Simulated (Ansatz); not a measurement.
Geometry optimisation, RHF/def2-SVP (Ansatz 0.2.0).

Input file:

```yaml
crystal:
  periodic: [false, false, false]
  atoms:
    - { symbol: Ge, position_ang: [-0.609721, -0.097018, -0.403738] }
    - { symbol: F, position_ang: [-0.149012, 1.066092, 2.202495] }
    - { symbol: Cl, position_ang: [1.311266, -0.833915, 0.139599] }
    - { symbol: Cl, position_ang: [-0.503829, 1.965597, -0.916379] }
    - { symbol: Cl, position_ang: [-1.180095, -1.18318, -2.168131] }
    - { symbol: "N", position_ang: [-1.910981, -0.442654, 0.88509] }
    - { symbol: H, position_ang: [-2.571246, -1.144526, 0.601891] }
    - { symbol: H, position_ang: [-2.401388, 0.38384, 1.176242] }
    - { symbol: H, position_ang: [-0.510693, 0.285765, 2.500731] }
basis:
  gaussian: { orbitals: def2-SVP }
hamiltonian:
  xc: hf
relax:
  f_tol: 0.03
  max_steps: 50
```

Run as:

```bash
$ ansatz run input.yaml --threads 2 --pin off --max-ram 3072MiB --backend cpu --events-out ev --progress --plain --runs-dir out
```

Problem. Where does it end, and by what steps?

Solution. It converged. After 13 steps the energy has fallen by 0.236 eV; F2 moved furthest, 0.85 Å.

```csv
step,energy less start (eV),largest force component (eV/Å),accepted
0,0.0000,1.001,yes
1,-0.0560,1.690,yes
2,-0.1079,1.463,yes
3,-0.1627,0.557,yes
4,-0.1936,0.894,yes
5,-0.1897,1.151,no
6,-0.2160,0.197,yes
7,-0.2268,0.075,yes
8,-0.2242,0.603,no
9,-0.2296,0.129,yes
10,-0.2348,0.051,yes
11,-0.2355,0.144,yes
12,-0.2360,0.081,yes
13,-0.2365,0.023,yes
```

```xyz
9
Properties=species:S:1:pos:R:3
Ge -0.619 -0.124 -0.602
F -0.334 0.931 3.026
Cl 1.237 -1.044 -0.134
Cl -0.368 1.933 -1.067
Cl -1.439 -1.111 -2.314
N -1.703 -0.237 0.847
H -1.924 -1.176 1.135
H -2.556 0.291 0.765
H -0.819 0.537 2.361
```

Whether the end is a true minimum wasn't checked by a vibrational analysis.

Run time: 32 s on 2 threads of Intel(R) Xeon(R) 6975P-C (Granite Rapids), on a shared host, peak memory 0.37 GiB.
